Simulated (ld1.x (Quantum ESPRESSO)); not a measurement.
Which change was made? (B, PAW)

- Element: boron
- Generator: ld1.x (Quantum ESPRESSO) 7.5
- Type: PAW
- Functional: PBE
- Relativity: scalar-relativistic
- Frozen core: [He]
- Valence charge: 3
- Reference configuration: 2s2 2p1
- Partial waves: 2s (bound): rcut 1.15, rcutus 1.60 bohr; 2s channel at 0.15 Ry: rcut 1.15, rcutus 1.60 bohr; 2p (bound): rcut 2.50, rcutus 3.35 bohr; 2p channel at 2.2 Ry: rcut 2.50, rcutus 3.35 bohr; 3d channel at 0.05 Ry: rcut 2.50, rcutus 2.65 bohr
- Local potential: all-electron potential smoothed inside 1.75 bohr (lloc = -1)
- Core correction: Bessel-smoothed model core inside 1.05 bohr
- Augmentation charge: PSQ, inside the norm-conserving radii

Cutoffs, loose and tight: the cutoffs (Ry, on a coarse ladder) from which the occupation-weighted sum of valence levels, in a spherical-Bessel basis at the reference potential, stays within 10 and 1 mRy of its value at 400 Ry. They do not see the model core or the augmentation charge, which bear on the density cutoff. Test errors are all-electron minus pseudo excitation energies from the reference, over the configurations 2s2 2p0; 2s1 2p0; 2s2 2p0.5; 2s2 2p1.3; 2s1 2p2; 2s1 2p1; 2s0 2p3; variants that change the core or the reference have their own tests. The largest error is taken over the tests solved by every variant that gives reliable tests at all, those not shown here included: 2s1 2p0; 2s1 2p2; 2s2 2p0; 2s2 2p0.5; 2s2 2p1.3.

The base gives: outcome: generated, overlap not positive; bound ghosts: not determined (overlap not positive); largest test error (meV): -4.6.

(1) After one change the result is: outcome: generated, overlap not positive; bound ghosts: not determined (overlap not positive); largest test error (meV): +1.9. Which change was it?
A. wave 2p channel at 2.2 Ry: rcut 2.50, rcutus 3.35 bohr becomes 2p channel at 3 Ry: rcut 2.50, rcutus 3.35 bohr
B. wave 3d channel at 0.05 Ry: rcut 2.50, rcutus 2.65 bohr becomes 3d channel at 0.05 Ry: rcut 2.50, rcutus 3.82 bohr
C. waves 2s (bound): rcut 1.15, rcutus 2.06 bohr; 2s channel at 0.15 Ry: rcut 1.15, rcutus 2.06 bohr

## Answers

(1) C. The others give: wave 2p channel at 2.2 Ry: rcut 2.50, rcutus 3.35 bohr becomes 2p channel at 3 Ry: rcut 2.50, rcutus 3.35 bohr → outcome: generated, overlap not positive; bound ghosts: not determined (overlap not positive); largest test error (meV): -4.6 | wave 3d channel at 0.05 Ry: rcut 2.50, rcutus 2.65 bohr becomes 3d channel at 0.05 Ry: rcut 2.50, rcutus 3.82 bohr → outcome: generated; cutoff, loose: 6 Ry; cutoff, tight: 8 Ry; bound ghosts: none; largest test error (meV): -4.6. A file whose overlap is not positive is unfit for use, and its test errors describe a broken file.
